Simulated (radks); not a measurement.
Values are calculated unless marked as measured or tabulated.
Effect of the nuclear size on neutral lanthanum, [Xe] 5d1 6s2. Code: a radial shooting solver on a logarithmic mesh with Libxc functionals. Model: Dirac Kohn-Sham, PBE, spin-unpolarised, spherical densities, finite nucleus; open shells are shared between the two j in proportion to 2j + 1; Fermi nuclear charge, rms radius 4.855 fm. The rms radius is varied about that value; shifts are against it.

rms radius (fm)  total energy shift (eV)  density at nucleus (e/bohr^3)  1s1/2 shift (meV)  2s1/2 shift (meV)  5s1/2 shift (meV)  5p1/2 shift (meV)  6s1/2 shift (meV)  5d5/2 shift (meV)
4.1122                             -2.66                      3.636e+05              -1100               -134             -0.925              0.188             -0.057              0.109
4.6948                            -0.602                      3.541e+05               -251              -30.4             -0.210              0.043             -0.013              0.025
4.855                                  0                      3.517e+05              0.000              0.000              0.000              0.000              0.000              0.000
5.1997                              1.35                      3.469e+05                562               68.1              0.471             -0.096              0.029             -0.055
5.5347                              2.73                      3.426e+05               1140                138              0.953             -0.193              0.059             -0.112

Slopes of the eigenvalues against <r^2> in GHz/fm^2, as finite differences over the two radii next to the reference (eigenvalue slopes, not the field-shift constants of lines): 1s1/2 39300, 2s1/2 4760, 5s1/2 32.9, 5p1/2 -6.69, 6s1/2 2.05, 5d5/2 -3.87.
